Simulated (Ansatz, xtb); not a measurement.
# Isomers of C5H6BNO2 in order of energy

3 gas-phase structures of C5H6BNO2, from a drawn sample of its isomers (lower ones may exist). Each was relaxed with GFN2-xTB; where two conformers were screened, the lower at r2SCAN-D4/def2-SVP is listed:

A. `C[C@@H]1OB(O)C=C1C#N`, a singlet
B. `OB(O)c1ccccn1`, a singlet
C. `N#C/C=C1/COB(O)C1`, a singlet

**Question.** Estimate their order in r2SCAN-D4/def2-SVP energy at these geometries, lowest first.

**Answer.** Calculated order at r2SCAN-D4/def2-SVP: B (0.000), A (0.847), C (1.019) eV.

Energies above the lowest of each column, in eV; the last columns are at B3LYP/def2-SVP geometries:

```tsv
structure	GFN2-xTB	HF/STO-3G	r2SCAN-D4/def2-SVP	B3LYP/def2-SVP	CCSD(T)/def2-SVP + ΔMP2/def2-TZVPP
B	0.000	0.499	0.000	0.000	0.000
A	0.943	0.000	0.847	0.810	0.605
C	0.828	0.081	1.019	0.944	0.808
```

CCSD(T)/def2-SVP + ΔMP2/def2-TZVPP puts B lowest; HF/STO-3G picks A. Flexible structures stand in one conformer each, not always the lowest. The ΔMP2 step shifts differences by up to 0.130 eV, which makes them less sure. ΔMP2 is the change of the MP2 energy from the smaller to the larger basis.

Programs: Ansatz 0.2.0, xtb 6.7.1.
